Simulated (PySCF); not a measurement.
Structure from 2D NMR

Compound of formula C$_{5}$H$_{6}$O$_{3}$Si. Correlations simulated from computed shifts and the bond graph:

HSQC (one-bond C–H):
```csv
δH,δC
6.40,129.3
2.78,43.3
```

HMBC (two and three bonds, from the bond graph; two-bond peaks within aromatic rings are usually weak or absent):
```csv
δH,δC
6.40,"210.7, 198.9, 175.0, 43.3"
5.31,175.0
2.78,"210.7, 198.9, 175.0, 129.3"
```

Carbons without hydrogens: δ 210.7, 198.9, 175.0.

- shielding tensors at PBE0/pcSseg-1 (GIAO)
- GFN2-xTB structure
- run in PySCF 2.14.0 with density-fitted response routines
- one averaged value for each set of equivalent atoms, one conformer, non-relativistic, in vacuum

Referencing at the same level of theory: $^{1}$H (σref 31.72) and $^{13}$C (σref 186.93) against TMS.

Exchangeable hydrogens are left out of these lists.

Work out the connectivity.

## Answers

SMILES O=C1C=C(O[SiH3])C(=O)C1.

Structure with atom numbers: `[O:1]=[C:2]1[CH:3]=[C:4]([O:5][SiH3:6])[C:7](=[O:8])[CH2:9]1`. Hydrogens are named by the atom that carries them.

δC 210.7 is C7, a ketone carbonyl carbon. δC 198.9 is C2, a ketone carbonyl carbon. δC 175.0 is C4, an alkene carbon bearing oxygen. δC 129.3 is C3, a β carbon of a C=C–C=O unit (δH 6.40). δC 43.3 is C9, an sp3 CH2 α to a carbonyl (δH 2.78). HMBC from δH 6.40 reaches the proton-free carbons C7, C2, C4. HMBC from δH 5.31 reaches the proton-free carbon C4. HMBC from δH 2.78 reaches the proton-free carbons C7, C2, C4.

The data come from this structure; uniqueness wasn't tested.

Shifts are as computed. Against solution values, carbons near 30 ppm lie about +3 ppm off and those near 130 ppm about +5 ppm (rms about the fit 2.1 ppm; single classes can miss by 10 ppm). Of 1328 compounds with measured shifts, 309 miss one by over three times the rms of a fit or turn the order of signals round; such compounds aren't used in these exercises. Signals without a measured value on file couldn't be tested in this way; 1H shifts scatter by 0.2 ppm about their fit, and single ones miss by 0.5 ppm.
